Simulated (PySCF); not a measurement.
Compound: 2,3-dimethyl-2-pentene, C₇H₁₄.
Atom-mapped SMILES: `[CH3:1][CH2:2][C:3]([CH3:4])=[C:5]([CH3:6])[CH3:7]` (hydrogens: H8, H9, H10 on C1; H11, H12 on C2; H13, H14, H15 on C4; H16, H17, H18 on C6; H19, H20, H21 on C7)

Structure used (GFN2-xTB), in Å, numbered top down from 1:
```xyz
21
C7H14 angstrom
C     -1.700   -1.177   -1.169
C     -0.720   -0.017   -1.355
C     -0.208    0.478   -0.027
C     -1.054    1.539    0.625
C      0.894    0.022    0.570
C      1.341    0.573    1.898
C      1.783   -1.058    0.027
H     -2.538   -0.870   -0.546
H     -2.088   -1.511   -2.129
H     -1.205   -2.014   -0.683
H     -1.230    0.803   -1.866
H      0.101   -0.337   -1.997
H     -2.018    1.621    0.129
H     -0.562    2.511    0.569
H     -1.227    1.316    1.676
H      2.326    0.194    2.159
H      1.385    1.661    1.874
H      0.646    0.288    2.688
H      1.874   -1.857    0.763
H      1.409   -1.489   -0.895
H      2.782   -0.660   -0.154
```

PySCF, density fitting, gas phase, GFN2-xTB geometry. The standard run uses grid level 2 after a coarse-grid start, the def2-universal JK fitting basis (with tight functions added where the orbital basis needs them), an energy threshold of 1e-9 Eh and DIIS. The changed runs have no coarse-grid stage.

Problem. Standard PBE0/pcSseg-1: E = -274.780904 Eh, HOMO -6.250 eV, LUMO 0.876 eV, dipole 0.103 D, 14 cycles (coarse-grid cycles included). What changes at PBE0/pcSseg-1 with: fitting basis def2-qzvpp-jkfit?

Solution. E = -274.780924 Eh (-0.020 mEh), HOMO -6.250 eV (0.000), LUMO 0.876 eV (0.000), dipole 0.103 D (0.000), 9 SCF cycles. Of the changed settings only the fitting basis enters the energy expression; the total energy moves by 0.01 kcal/mol.

The cycles:
```
cycle   1  E = -274.7205415608  dE =  5.739e-01  |g| = 4.608e-01  |ddm| = 3.946e+00
cycle   2  E = -274.7146967772  dE =  5.845e-03  |g| = 4.938e-01  |ddm| = 9.847e-01
cycle   3  E = -274.7806446690  dE = -6.595e-02  |g| = 3.375e-02  |ddm| = 5.651e-01
cycle   4  E = -274.7807598471  dE = -1.152e-04  |g| = 2.552e-02  |ddm| = 6.553e-02
cycle   5  E = -274.7809082309  dE = -1.484e-04  |g| = 7.884e-03  |ddm| = 2.957e-02
cycle   6  E = -274.7809225842  dE = -1.435e-05  |g| = 2.135e-03  |ddm| = 8.998e-03
cycle   7  E = -274.7809236702  dE = -1.086e-06  |g| = 2.139e-04  |ddm| = 2.029e-03
cycle   8  E = -274.7809236805  dE = -1.033e-08  |g| = 6.108e-05  |ddm| = 3.775e-04
cycle   9  E = -274.7809236814  dE = -9.152e-10  |g| = 1.869e-05  |ddm| = 1.003e-04
```
